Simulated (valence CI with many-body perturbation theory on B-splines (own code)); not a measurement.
**Forbidden lines of Pr36+**

Computed by valence CI with perturbative core correlation (CI+MBPT): five valence electrons over a frozen Dirac-Fock core [Ar], a basis of 7 s, 7 p, 8 d, 6 f, 4 g, 1 h functions for each j, with the one-electron correlation potential Σ1, the two-electron term Σ2, the three-electron term Σ3, Breit, model QED; selected CI, second order for the rest, scaled by the run's own slope (own B-spline code, finite nucleus).

The last digits are not significant, and no measured levels were compared; by estimate large intervals hold to a few tenths of a per cent, small ones and those within an open d or f shell to about a per cent. Only levels of the ground parity were solved; by the run's estimate the other parity begins above the list, which can be wrong where configurations are misplaced.

Lines 1 to 50 of 120 in falling wavelength, among levels below 892180 cm⁻¹, chosen from the decays that carry over 1 % of a level's rate. Wavelengths and rates use the calculated energies. Electric multipoles are in the length gauge, E1 and E2 with the static RPA response of the core. S is in atomic units (e²a₀⁴ for E2 and M2, e²a₀⁶ for E3), for M1 in squared Bohr magnetons. Weak lines are less certain than strong ones. Lines between different terms over intervals too small for the method are left out, as are lines whose strength nearly cancels.

Levels are named by their leading jj configuration (3d3/2^4 stands for four electrons in 3d with j = 3/2), which in mixed levels can hold well under half, so a name can repeat and another be missing. Letters in brackets count levels of one name in rising energy.

| λ vac (Å) | Upper | Lower | Type | A (s⁻¹) | S (a.u.) |
| --- | --- | --- | --- | --- | --- |
| 9974 | (3d3/2^3 3d5/2^2) J=11/2 | (3d3/2^3 3d5/2^2) J=7/2 [a] | E2 | 6.88e-08 | 7.27e-05 |
| 4132 | (3d3/2^3 3d5/2^2) J=9/2 | (3d3/2^3 3d5/2^2) J=11/2 | M1 | 1.84e+02 | 4.80e+00 |
| 3234 | (3d3/2^2 3d5/2^3) J=13/2 | (3d3/2^2 3d5/2^3) J=11/2 | M1 | 2.03e+02 | 3.56e+00 |
| 2922 | (3d3/2^3 3d5/2^2) J=9/2 | (3d3/2^3 3d5/2^2) J=7/2 [a] | M1 | 5.77e+02 | 5.33e+00 |
| 2594 | (3d3/2^3 3d5/2^2) J=7/2 [b] | (3d3/2^3 3d5/2^2) J=5/2 [b] | M1 | 5.49e+02 | 2.84e+00 |
| 2593 | (3d3/2^3 3d5/2^2) J=5/2 [b] | (3d3/2^3 3d5/2^2) J=3/2 [a] | M1 | 6.48e+02 | 2.51e+00 |
| 2095 | (3d3/2^2 3d5/2^3) J=1/2 [a] | (3d3/2^3 3d5/2^2) J=3/2 [b] | M1 | 1.48e+03 | 1.01e+00 |
| 2055 | (3d3/2^3 3d5/2^2) J=1/2 | (3d3/2^3 3d5/2^2) J=3/2 [a] | M1 | 3.79e+03 | 2.44e+00 |
| 1411 | (3d3/2^2 3d5/2^3) J=5/2 [b] | (3d3/2^3 3d5/2^2) J=3/2 [b] | M1 | 2.70e+03 | 1.68e+00 |
| 1375 | (3d3/2^3 3d5/2^2) J=7/2 [a] | (3d3/2^3 3d5/2^2) J=5/2 [a] | M1 | 5.15e+03 | 3.97e+00 |
| 1265 | (3d3/2^2 3d5/2^3) J=3/2 [a] | (3d3/2^2 3d5/2^3) J=5/2 [a] | M1 | 4.37e+03 | 1.31e+00 |
| 1226 | (3d3/2^2 3d5/2^3) J=7/2 [b] | (3d3/2^2 3d5/2^3) J=9/2 [a] | M1 | 7.59e+02 | 4.15e-01 |
| 1192 | (3d3/2^3 3d5/2^2) J=7/2 [b] | (3d3/2^3 3d5/2^2) J=7/2 [a] | M1 | 2.10e+03 | 1.06e+00 |
| 1157 | (3d3/2^2 3d5/2^3) J=3/2 [b] | (3d3/2^2 3d5/2^3) J=3/2 [a] | M1 | 1.96e+03 | 4.50e-01 |
| 1084 | (3d3/2^2 3d5/2^3) J=9/2 [c] | (3d3/2^2 3d5/2^3) J=7/2 [b] | M1 | 1.22e+03 | 5.76e-01 |
| 1079 | (3d3/2^2 3d5/2^3) J=5/2 [b] | (3d3/2^2 3d5/2^3) J=5/2 [a] | M1 | 1.58e+03 | 4.42e-01 |
| 1079 | (3d3/2^3 3d5/2^2) J=3/2 [b] | (3d3/2^3 3d5/2^2) J=1/2 | M1 | 1.40e+03 | 2.61e-01 |
| 1002 | (3d3/2^2 3d5/2^3) J=9/2 [a] | (3d3/2^3 3d5/2^2) J=7/2 [b] | M1 | 7.10e+03 | 2.65e+00 |
| 980.8 | (3d3/2^2 3d5/2^3) J=7/2 [b] | (3d3/2^2 3d5/2^3) J=7/2 [a] | M1 | 3.34e+03 | 9.34e-01 |
| 973.0 | (3d3/2^3 3d5/2^2) J=3/2 [b] | (3d3/2^3 3d5/2^2) J=5/2 [b] | M1 | 3.51e+03 | 4.80e-01 |
| 936.1 | (3d3/2^2 3d5/2^3) J=9/2 [c] | (3d3/2^2 3d5/2^3) J=9/2 [b] | M1 | 1.20e+04 | 3.66e+00 |
| 913.3 | (3d3/2^2 3d5/2^3) J=1/2 [b] | (3d3/2^2 3d5/2^3) J=3/2 [a] | M1 | 8.69e+03 | 4.91e-01 |
| 906.0 | (3d3/2^2 3d5/2^3) J=5/2 [c] | (3d3/2^2 3d5/2^3) J=7/2 [a] | M1 | 2.75e+03 | 4.56e-01 |
| 847.5 | (3d3/2^2 3d5/2^3) J=7/2 [a] | (3d3/2^3 3d5/2^2) J=5/2 [b] | M1 | 1.70e+04 | 3.07e+00 |
| 847.2 | (3d3/2^3 3d5/2^2) J=5/2 [b] | (3d3/2^3 3d5/2^2) J=5/2 [a] | M1 | 3.17e+04 | 4.29e+00 |
| 799.7 | (3d3/2 3d5/2^4) J=7/2 [a] | (3d3/2^2 3d5/2^3) J=5/2 [c] | M1 | 1.24e+04 | 1.87e+00 |
| 796.3 | (3d3/2^2 3d5/2^3) J=5/2 [c] | (3d3/2^3 3d5/2^2) J=3/2 [b] | M1 | 2.14e+04 | 2.41e+00 |
| 791.7 | (3d3/2^2 3d5/2^3) J=5/2 [a] | (3d3/2^3 3d5/2^2) J=7/2 [a] | M1 | 2.05e+04 | 2.26e+00 |
| 774.7 | (3d3/2^2 3d5/2^3) J=7/2 [a] | (3d3/2^3 3d5/2^2) J=9/2 | M1 | 2.86e+04 | 3.95e+00 |
| 771.8 | (3d3/2^3 3d5/2^2) J=5/2 [a] | (3d3/2^4 3d5/2) J=5/2 | M1 | 8.11e+04 | 8.29e+00 |
| 740.1 | (3d3/2^2 3d5/2^3) J=5/2 [b] | (3d3/2^3 3d5/2^2) J=7/2 [b] | M1 | 1.22e+04 | 1.10e+00 |
| 737.6 | (3d3/2^2 3d5/2^3) J=11/2 | (3d3/2^3 3d5/2^2) J=9/2 | M1 | 1.10e+04 | 1.97e+00 |
| 712.1 | (3d3/2^2 3d5/2^3) J=1/2 [a] | (3d3/2^3 3d5/2^2) J=1/2 | M1 | 5.90e+04 | 1.58e+00 |
| 707.5 | (3d3/2^3 3d5/2^2) J=3/2 [b] | (3d3/2^3 3d5/2^2) J=3/2 [a] | M1 | 7.23e+03 | 3.80e-01 |
| 698.8 | (3d3/2 3d5/2^4) J=5/2 [a] | (3d3/2^2 3d5/2^3) J=3/2 [a] | M1 | 2.23e+04 | 1.69e+00 |
| 696.1 | (3d3/2^2 3d5/2^3) J=3/2 [b] | (3d3/2^3 3d5/2^2) J=3/2 [b] | M1 | 1.35e+03 | 6.73e-02 |
| 678.6 | (3d3/2^2 3d5/2^3) J=5/2 [c] | (3d3/2^2 3d5/2^3) J=5/2 [a] | M1 | 4.18e+03 | 2.91e-01 |
| 675.3 | (3d3/2 3d5/2^4) J=7/2 [a] | (3d3/2^2 3d5/2^3) J=9/2 [b] | M1 | 1.70e+04 | 1.56e+00 |
| 669.6 | (3d3/2 3d5/2^4) J=3/2 [a] | (3d3/2^2 3d5/2^3) J=5/2 [c] | M1 | 1.19e+04 | 5.30e-01 |
| 666.9 | (3d3/2^2 3d5/2^3) J=3/2 [a] | (3d3/2^3 3d5/2^2) J=1/2 | M1 | 7.85e+03 | 3.45e-01 |
| 625.9 | (3d3/2^2 3d5/2^3) J=11/2 | (3d3/2^3 3d5/2^2) J=11/2 | M1 | 6.83e+04 | 7.45e+00 |
| 624.9 | (3d3/2^2 3d5/2^3) J=3/2 [a] | (3d3/2^3 3d5/2^2) J=5/2 [b] | M1 | 2.93e+04 | 1.06e+00 |
| 623.6 | (3d3/2 3d5/2^4) J=11/2 | (3d3/2^2 3d5/2^3) J=9/2 [b] | M1 | 1.61e+04 | 1.74e+00 |
| 612.4 | (3d3/2^2 3d5/2^3) J=7/2 [a] | (3d3/2^3 3d5/2^2) J=7/2 [a] | M1 | 3.80e+04 | 2.59e+00 |
| 604.5 | (3d3/2^2 3d5/2^3) J=3/2 [b] | (3d3/2^2 3d5/2^3) J=5/2 [a] | M1 | 9.71e+03 | 3.18e-01 |
| 599.6 | (3d3/2^2 3d5/2^3) J=9/2 [b] | (3d3/2^3 3d5/2^2) J=7/2 [b] | M1 | 1.43e+04 | 1.15e+00 |
| 575.9 | (3d3/2^2 3d5/2^3) J=9/2 [a] | (3d3/2^3 3d5/2^2) J=11/2 | M1 | 2.80e+04 | 1.98e+00 |
| 575.8 | (3d3/2^2 3d5/2^3) J=5/2 [b] | (3d3/2^3 3d5/2^2) J=5/2 [b] | M1 | 6.80e+04 | 2.89e+00 |
| 556.4 | (3d3/2 3d5/2^4) J=7/2 [a] | (3d3/2^2 3d5/2^3) J=5/2 [b] | M1 | 4.65e+04 | 2.38e+00 |
| 551.3 | (3d3/2^2 3d5/2^3) J=7/2 [b] | (3d3/2^3 3d5/2^2) J=7/2 [b] | M1 | 1.26e+04 | 6.26e-01 |
